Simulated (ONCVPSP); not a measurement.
**An all-electron radial function and its pseudo partner (Cu)**

Columns: radius, all-electron u(r) and pseudo u(r) of the 3d shell (level -7.20 eV) of copper in the configuration [Ne] 3s2 3p6 3d10 4s0.75; PBEsol, non-relativistic, ONCV scheme, ONCVPSP 4.0.1.

| r (bohr) | all-electron | pseudo |
| --- | --- | --- |
| 0.072 | 0.0487 | 0.0117 |
| 0.145 | 0.2212 | 0.0867 |
| 0.217 | 0.4387 | 0.2494 |
| 0.290 | 0.6404 | 0.4804 |
| 0.362 | 0.7932 | 0.7169 |
| 0.435 | 0.8966 | 0.9069 |
| 0.507 | 0.9537 | 1.0147 |
| 0.580 | 0.9753 | 1.0455 |
| 0.652 | 0.9710 | 1.0238 |
| 0.725 | 0.9490 | 0.9779 |
| 0.798 | 0.9159 | 0.9272 |
| 0.870 | 0.8768 | 0.8798 |
| 0.942 | 0.8346 | 0.8350 |
| 1.015 | 0.7907 | 0.7907 |
| 1.088 | 0.7471 | 0.7471 |
| 1.160 | 0.7052 | 0.7052 |
| 1.232 | 0.6649 | 0.6649 |
| 1.305 | 0.6260 | 0.6260 |
| 1.378 | 0.5892 | 0.5892 |
| 1.450 | 0.5549 | 0.5549 |
| 1.522 | 0.5228 | 0.5228 |
| 1.595 | 0.4922 | 0.4922 |
| 1.668 | 0.4635 | 0.4635 |
| 1.740 | 0.4370 | 0.4370 |
| 1.812 | 0.4122 | 0.4122 |
| 1.885 | 0.3887 | 0.3887 |

(1) How many radial nodes do the two functions have?

(2) At about which radius was the pseudo-wave matched?

(3) Is the pseudo-wave norm-conserving?

Results:

(1) The all-electron 3d function has n − l − 1 = 0; the pseudo-wave has 0.

(2) 1.05 bohr. The columns agree to 0.0005 from 0.94 bohr on; several derivatives are matched, so the curves merge somewhat inside the radius.

(3) Yes: the ONCV scheme keeps the norm inside the radius equal to the all-electron one, which fixes the energy derivative of the logarithmic derivative at the level.
